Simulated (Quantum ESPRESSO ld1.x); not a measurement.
Values are calculated unless marked as measured or tabulated.
All-electron atom: Nd in [Xe] 4f4 6s1 6p1 (not the ground configuration).

Level of theory: scalar-relativistic Kohn-Sham, LDA (Slater exchange, VWN5 correlation), spin-unpolarised, spherical densities, point nucleus (ld1.x of Quantum ESPRESSO 7.5).

Energy parts (eV):
| part | energy |
|---|---|
| total | -261692.8 |
| kinetic | 278470.0 |
| electron-nucleus | -635710.2 |
| Hartree | 101403.3 |
| exchange-correlation | -5855.9 |

Orbitals (lengths in bohr, moments of r in powers of bohr; <r^-3> diverges for s and p1/2):
\begin{tabular}{lrrrrrr}
orbital & occ. & eigenvalue (eV) & <r^-3> & <r^4> & <r^2> & <1/r> \\ \hline
1s & 2 & -43361.6 & - & 1.530e-06 & 0.0007609 & 66.00 \\
2s & 2 & -7015.51 & - & 0.0002493 & 0.01205 & 15.25 \\
2p & 6 & -6274.51 & 9009 & 0.0001834 & 0.009630 & 14.38 \\
3s & 2 & -1522.43 & - & 0.009972 & 0.08123 & 5.555 \\
3p & 6 & -1288.73 & 1833 & 0.01041 & 0.08122 & 5.252 \\
3d & 10 & -963.724 & 250.5 & 0.008499 & 0.06887 & 4.986 \\
4s & 2 & -303.247 & - & 0.2531 & 0.4168 & 2.329 \\
4p & 6 & -226.652 & 401.0 & 0.3329 & 0.4712 & 2.145 \\
4d & 10 & -117.764 & 45.05 & 0.5532 & 0.5813 & 1.874 \\
4f & 4 & -3.1450 & 4.890 & 12.30 & 1.759 & 1.246 \\
5s & 2 & -41.8262 & - & 8.823 & 2.435 & 0.9009 \\
5p & 6 & -23.3966 & 54.32 & 18.03 & 3.392 & 0.7575 \\
6s & 1 & -4.3301 & - & 670.8 & 20.73 & 0.2948 \\
6p & 1 & -1.8316 & 3.590 & 2430 & 38.91 & 0.2132 \\
\end{tabular}

The highest occupied level is 6p at -1.832 eV. The density falls to 0.001 e/bohr^3 at r = 5.42 bohr.
